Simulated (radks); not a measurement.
Valence configurations of the iridium ion Ir+ (all share [Xe]). Method: non-relativistic Kohn-Sham, TPSS, spin-polarised, spherical densities, point nucleus; open shells are filled with parallel spins first (spin-orbit coupling, left out, can overturn this in heavy ions); meta-GGA in the generalised Kohn-Sham scheme; relativity is left out, which matters for an element this heavy; computed with a radial shooting solver on a logarithmic mesh with Libxc functionals. Energies are relative to 4f14 5d7 6s1; eigenvalues in eV for spin up.

valence           E (eV)  moment (Bohr magnetons)    e(4f)    e(5d)   e(6p)    e(6s)
4f14 5d7 6s1       0.000                        4  -81.610  -17.478       -  -12.070
4f13 5d8 6s1      70.687                        4  -93.605  -18.579       -  -12.091
4f14 5d6 6s2       5.389                        4  -85.921  -20.758       -  -13.213
4f14 5d6 6s1 6p1   8.637                        6  -86.944  -21.828  -9.036  -14.374
4f13 5d8 6p1      75.541                        4  -94.859  -19.726  -7.912        -
4f13 5d7 6s1 6p1  81.136                        6  -99.174  -23.155  -9.115  -14.512
4f13 5d7 6s2      77.518                        4  -98.132  -22.046       -  -13.254
4f13 5d6 6s2 6p1  90.160                        6  -103.88  -26.694  -9.877  -15.683
4f13.5 5d8 6p0.5  34.579                        3  -86.125  -16.926  -6.891        -
4f14 5d7 6p1       4.826                        4  -82.832  -18.584  -7.902        -

NIST lists [Xe] 4f14 5d7 6s1 as the ground configuration; this level of theory agrees among the configurations tried. The energies are those of spherical high-spin densities, not of single terms. Relativity is left out, which favours d and f over s occupation in heavy atoms.
